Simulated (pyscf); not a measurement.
**Group migration: F–CH•–CH(F)–F → F–CH•–CH(F)–F**

Gas phase, doublet surface, charge 0. Bonds broken: F1–C3. Bonds formed: F1–C2. Structures and frequencies: ωB97X-D3(BJ)/def2-SVP in PySCF.

Transition state (Å):

```xyz
7

F      0.9494    -0.0070     0.4305
C     -0.6399    -0.8005    -0.5283
C     -1.0678    -0.0199     0.5094
F     -1.3791     1.2369     0.2924
H     -0.4927    -0.4283    -1.5448
H     -1.2472    -0.3982     1.5185
F     -0.4783    -2.0909    -0.3491
```

One imaginary mode, 411i cm⁻¹; descent along it reached the two sides named.

| bond | change | reactant side (Å) | saddle | product side |
|---|---|---|---|---|
| F1–C3 | breaks | 1.366 | 2.019 | 2.357 |
| F1–C2 | forms | 2.357 | 2.019 | 1.366 |

Electronic energies relative to the reactant's lowest minimum found (kcal/mol):

| level | barrier | reaction energy | reverse barrier |
|---|---|---|---|
| ωB97X-D3(BJ)/def2-TZVP | 36.5 | 0.0 | 36.5 |
| PBE/def2-TZVP | 26.9 | 0.0 | 26.9 |
| r²SCAN/def2-TZVP | 32.2 | 0.0 | 32.2 |
| B3LYP-D3(BJ)/def2-TZVP | 30.8 | 0.0 | 30.8 |
| PBE0-D3(BJ)/def2-TZVP | 35.7 | 0.0 | 35.7 |
| M06-2X/def2-TZVP | 39.6 | 0.0 | 39.6 |
| ωB97M-D3(BJ)/def2-TZVP | 34.6 | 0.0 | 34.6 |
| HF/def2-TZVP | 54.5 | 0.0 | 54.5 |

With ωB97M-D3(BJ)/def2-TZVP energies and thermal terms (ideal gas, 1 atm, RRHO with modes under 100 cm⁻¹ raised to 100, one conformer, R ln 2 for chiral ones without a mode under 150 cm⁻¹), in kcal/mol:

```csv
T (K),ΔH‡,ΔG‡,ΔH,ΔG
298,33.4,33.8,0.0,0.0
600,33.2,34.2,0.0,0.0
900,32.7,34.8,0.0,0.0
1200,32.2,35.5,0.0,0.0
```

F–CH•–CH(F)–F lies 14.0 kcal/mol over its isomer •H₂C–C(F)(F)–F (electronic energy, ωB97M-D3(BJ)). This is the saddle that the search found; another between the same sides may lie lower.
